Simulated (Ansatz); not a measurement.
Stepwise reaction of `[SiH3]N[SiH](Cl)Cl` with ammonia, as a gas-phase model of exchange steps in deposition or etching. ΔE in kJ/mol.

Computed with Ansatz on PBE0-D4/def2-TZVP structures; ΔE is electronic, products minus reactants. CCSD(T)/CBS adds triple-zeta CCSD(T) − MP2 to the extrapolated MP2 energy (def2 sets, frozen cores). This one scheme is used for every species. Functionals use def2-TZVPP. B3LYP here is the variant with VWN-RPA as its local correlation; programs differ in this. Each species was taken in one conformer, which may not be the lowest.

```json
{"step": "1", "reaction": "`[SiH3]N[SiH](Cl)Cl` + NH₃ → `N[SiH](Cl)N[SiH3]` + HCl", "PBE-D4": "36.4", "B3LYP-D4": "32.0", "ωB97M-V": "32.4", "CCSD(T)/CBS": "32.5"}
```

Task: Give the row of step 2, `N[SiH](Cl)N[SiH3]` + NH₃ → `N[SiH](N)N[SiH3]` + HCl. (Best estimate.)

Result: Computed: 
| step | reaction | PBE-D4 | B3LYP-D4 | ωB97M-V | CCSD(T)/CBS |
| --- | --- | --- | --- | --- | --- |
| 2 | `N[SiH](Cl)N[SiH3]` + NH₃ → `N[SiH](N)N[SiH3]` + HCl | 51.5 | 48.2 | 48.6 | 48.9 |

Task: By hand: ΔE of the 2 steps together at CCSD(T)/CBS.

Result: (32.5) + (48.9) = 81.4 kJ/mol, or 40.7 kJ/mol a step.

In ΔE each step is higher than the one before. All are uphill at CCSD(T)/CBS. PBE-D4 differs from CCSD(T)/CBS by 2.6 to 3.9 kJ/mol a step. Isolated molecules leave out the surface, adducts and barriers. Largest T1 diagnostic: 0.010.
